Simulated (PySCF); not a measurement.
**SiCl₄: double against triple zeta**

Base calculation in PySCF with density fitting and no spin–orbit coupling, B3LYP/def2-SVP (no relativity): singlet, Td, Si–Cl 2.049 Å (×4); wavenumbers 144 (×2), 215 (×3), 411, 621 (×3) cm⁻¹; gap between the highest occupied and lowest empty levels 8.21 eV, polar-tensor charge of Si 2.07 e, atomisation energy (no zero-point energy) 1502 kJ/mol.

Problem. What changes on going to B3LYP/def2-TZVP (no relativity)?

Solution. The point group stays the same. Changes: mean bond to Si -0.013 Å, highest wavenumber -18 cm⁻¹, lowest wavenumber 0 cm⁻¹, gap between the highest occupied and lowest empty levels -0.01 eV, polar-tensor charge of Si -0.05 e, atomisation energy (no zero-point energy) +24 kJ/mol. The new structure has Si–Cl 2.036 Å (×4), with wavenumbers 144 (×2), 217 (×3), 409, 603 (×3) cm⁻¹. The larger basis shortens the bonds, as added polarisation functions usually do.

The structures come from searches over a few start shapes, so lower isomers are not excluded.
